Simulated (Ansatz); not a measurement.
Relaxation of ClFGeH2 (5 atoms, charge 0, multiplicity 1), to a largest force component of 0.03 eV/Å in at most 50 steps.

Theory: Ansatz, RKS PBE/def2-SVP.

```xyz
5
Properties=species:S:1:pos:R:3
Ge 0.107 0.024 0.188
H 0.468 -0.066 1.671
F 1.798 -0.020 -0.049
H -0.540 1.258 -0.474
Cl -0.832 -1.743 -0.628
```

Question: Where does it end, and by what steps?

Answer: The forces met the threshold. After 4 steps the energy has fallen by 0.397 eV; H2 moved furthest, 0.28 Å.

| step | energy less start (eV) | largest force component (eV/Å) | accepted |
| --- | --- | --- | --- |
| 0 | 0.0000 | 1.805 | yes |
| 1 | -0.3584 | 0.338 | yes |
| 2 | -0.3941 | 0.151 | yes |
| 3 | -0.3965 | 0.063 | yes |
| 4 | -0.3966 | 0.007 | yes |

```xyz
5
Properties=species:S:1:pos:R:3
Ge 0.186 0.019 0.225
H 0.205 -0.072 1.767
F 1.854 -0.013 -0.313
H -0.469 1.268 -0.403
Cl -0.775 -1.749 -0.568
```

Whether the end is a true minimum wasn't checked by a vibrational analysis.

Run time: 10 s on 1 thread of Arm Neoverse V1, on a shared host, peak memory 0.14 GiB.
